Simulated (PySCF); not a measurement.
# How methods differ on the excitation energy of Se²⁺

Se²⁺ [Ar] 3d10 4s2 4p2 (3P) → Se²⁺ [Ar] 3d10 4s1 4p3 (5S), as a difference of total energies. Computed with PySCF 2.14 in x2c-TZVPPall, with the spin-free X2C one-electron Hamiltonian (Gaussian nucleus). Correlated levels: valence: [Ar] 3d10 frozen; valence and next inner shell: [Ne] frozen. The calculations carry no spin-orbit coupling.

```
                                method  excitation energy (eV)
                                   UHF                   6.330
                                   LDA                   9.154
                                   PBE                   8.922
                                  PBE0                   8.442
                                r2SCAN                   7.948
                                  MN15                   8.106
                                  PW91                   8.908
                                 wB97X                   9.203
                                 M06-L                   8.918
                                  ROHF                   6.268
                         MP2 (valence)                   7.335
                     SCS-MP2 (valence)                   7.785
    MP2 (valence and next inner shell)                   7.544
SCS-MP2 (valence and next inner shell)                   7.955
```

Q: How much does correlation contribute at MP2 (valence and next inner shell)?

A: 7.544 − (6.330) = 1.214 eV, measured against UHF.

A first-order spin-orbit estimate (lowest level to lowest level, LS coupling) adds 0.296 eV.
